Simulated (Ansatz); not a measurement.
```yaml
atoms:
  - { symbol: C, position_ang: [0.0200, -0.0446, -0.4311] }
  - { symbol: C, position_ang: [-0.0087, 1.2566, 0.1547] }
  - { symbol: C, position_ang: [-0.0216, -1.2571, 0.1601] }
  - { symbol: H, position_ang: [-0.0208, 0.0168, -1.5811] }
  - { symbol: H, position_ang: [0.0250, 2.1212, -0.3745] }
  - { symbol: H, position_ang: [0.0076, 1.2556, 1.3124] }
  - { symbol: H, position_ang: [0.0086, -2.1999, -0.3353] }
  - { symbol: H, position_ang: [-0.0088, -1.2545, 1.2658] }
```

Basis set: cc-pVDZ (spherical functions). Left uncorrelated: 3 orbitals. Charge 0, multiplicity 2.

Computed with Ansatz (development build ahead of 0.2.0); each method stands on the lowest determinant of its kind that the runs found.

Q: Give the atomization energy at this shape (free ground-state atoms in the same class of orbitals less the molecule, no zero-point energy) of doublet C3H5 by UHF-MP2, UHF.

A:

```
 method  atomization energy
UHF-MP2       2948.8 kJ/mol
    UHF       2381.7 kJ/mol
```

Caution: the shape is not the minimum; the unrestricted determinant is spin contaminated.
